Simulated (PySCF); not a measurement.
A structure optimised at B3LYP-D3(BJ)/def2-SVP, used in a PySCF frequency run:

```
Ga
N 1 1.8220
H 2 1.0132 1 123.49
H 2 1.0137 3 111.65 1 180.00
N 1 1.8220 2 116.98 3 180.00
H 5 1.0132 1 123.49 2 180.00
H 5 1.0137 6 111.65 1 180.00
H 1 1.5571 2 121.51 3 0.00
```

Q: Write its SMILES, formula and point group.

A: [NH2][GaH][NH2], GaH5N2, C2v

Q: What are its rotational constants (standard atomic weights)?

A: 18.478, 5.9348, 4.4920 GHz
